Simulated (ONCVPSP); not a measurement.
# zinc (Zn): one change to an ONCV potential, before and after

* Element: zinc (Zn)
* Generator: ONCVPSP 4.0.1
* Type: optimised norm-conserving Vanderbilt (ONCV)
* Functional: PBE
* Relativity: scalar-relativistic
* Frozen core: [Ne]
* Valence charge: 20
* Reference configuration: 3s2 3p6 3d10 4s2
* Partial waves: 3s+4s: rc 0.95 bohr, ncon 4, nbas 7, qcut 13.2 1/bohr, 2 projectors; 3p: rc 0.90 bohr, ncon 4, nbas 7, qcut 18 1/bohr, 2 projectors, debl 3.4 Ha; 3d: rc 1.40 bohr, ncon 5, nbas 10, qcut 13.4 1/bohr, 2 projectors, debl 2.7 Ha
* Local potential: polynomial inside 0.70 bohr (lpopt 1, dvloc0 1 Ha)
* Core correction: Teter function fitted to the true core (icmod 2), fcfact 0.65

Change: all radii but the core radius scaled by about 0.90 (s 0.86, p 0.82, d 1.26 bohr); local potential polynomial inside 0.64 bohr (lpopt 1, dvloc0 1 Ha).

Cutoffs: the cutoffs (Ha) at which the residual kinetic energy of the hardest occupied pseudo-wave falls to 1 and 0.1 mHa per electron; they do not see the model core or the augmentation charge, which bear on the density cutoff. Errors are all-electron minus pseudo energies relative to the spin-unpolarised reference configuration.

Q: Predict the effect on cutoff, ghosts and configuration errors.

A: The potential gets harder (73 Ha and 101 Ha → 91 Ha and 114 Ha); of the 4 tests that both files solve, the error grows in 0 and shrinks in 4 by more than 15 % and 0.3 meV (median size 4.8 → 2.3 meV); neither file shows a bound ghost. A smaller radius makes the pseudo-wave follow the all-electron one further in, where it bends more sharply, so more plane waves are needed. Less of the atom is replaced, so other configurations are described better.

```tsv
quantity	base	changed
cutoff, loose	73 Ha	91 Ha
cutoff, tight	101 Ha	114 Ha
loose cutoff by channel	s 64 Ha, p 73 Ha, d 66 Ha	s 71 Ha, p 91 Ha, d 72 Ha
bound ghosts	none	none
GHOST(+) flags under 300 eV	none	none
error for 3s2 3p6 3d10 4s1, meV [ΔE 9.89 eV]	+0.8	+0.5
error for 3s2 3p6 3d10 4s0, meV [ΔE 28.33 eV]	+5.7	+4.0
error for 3s2 3p6 3d9 4s0, meV [ΔE 68.86 eV]	+3.8	-0.6
error for 3s2 3p6 3d8 4s0, meV [ΔE 130.68 eV]	+161	+95
rms error of d²Exc/dni dnj with the model core, mHa	1.16	1.34
```
